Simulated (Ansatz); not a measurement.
The cluster Co₆⁺. The state is a multiplicity 12 with charge 1. Geometry PBE-D4/def2-SVP.

```xyz
6

Co   -0.319   -1.965    0.325
Co    1.498    1.228    0.556
Co   -0.294    0.077    1.232
Co    0.887   -0.449   -0.789
Co   -1.443   -0.422   -0.732
Co   -0.329    1.531   -0.593
```

At PBE-D4/def2-SVP, BLYP-D4/def2-SVP, r2SCAN-D4/def2-SVP, PBE0-D4/def2-SVP and others the charge 1 multiplicity 12 is spin-contaminated (final ⟨S²⟩ up to 36.78, 35.75 for a pure state). At PBE-D4/def2-SVP, BLYP-D4/def2-SVP, r2SCAN-D4/def2-SVP an occupied level of the charge 1 multiplicity 12 lies above an empty one of the other spin, so a lower spin may lie lower. At PBE-D4/def2-SVP, BLYP-D4/def2-SVP the gap within one spin of the charge 1 multiplicity 12 nearly closes, so an electron or hole may be smeared out by delocalisation error. No other spin state of charge 1 was run. The geometry of the multiplicity 12 was relaxed on an unsound state (⟨S²⟩ 36.09, where a pure state has 35.75). Another isomer (multiplicity 12) lies 0.11 eV lower at PBE0-D4/def2-SVP; other spin states weren't run for this one.

**Question.** Estimate the α-spin orbital energies around the gap (eV) in Ansatz with PBE-D4/def2-SVP, BLYP-D4/def2-SVP, r2SCAN-D4/def2-SVP, PBE0-D4/def2-SVP, BHLYP-D4/def2-SVP.

**Answer.** 
```tsv
orbital	PBE-D4/def2-SVP	BLYP-D4/def2-SVP	r2SCAN-D4/def2-SVP	PBE0-D4/def2-SVP	BHLYP-D4/def2-SVP
HOMO−5	-8.86	-8.81	-9.26	-10.79	-12.61
HOMO−4	-8.85	-8.81	-9.22	-10.67	-12.36
HOMO−3	-8.85	-8.80	-9.08	-10.47	-12.24
HOMO−2	-8.71	-8.65	-9.03	-10.38	-12.21
HOMO−1	-8.59	-8.53	-8.93	-10.36	-12.07
HOMO	-8.43	-8.37	-8.67	-9.32	-9.76
LUMO	-7.95	-7.91	-7.78	-7.13	-6.34
LUMO+1	-7.60	-7.56	-7.38	-6.83	-6.21
LUMO+2	-6.05	-6.00	-6.01	-5.31	-4.56
LUMO+3	-5.70	-5.69	-5.49	-4.80	-4.00
LUMO+4	-4.79	-4.74	-4.48	-3.97	-3.39
LUMO+5	-4.61	-4.48	-4.46	-3.72	-2.71
β HOMO	-7.60	-7.61	-7.70	-8.47	-9.07
β LUMO	-7.48	-7.46	-6.87	-6.31	-5.91
```
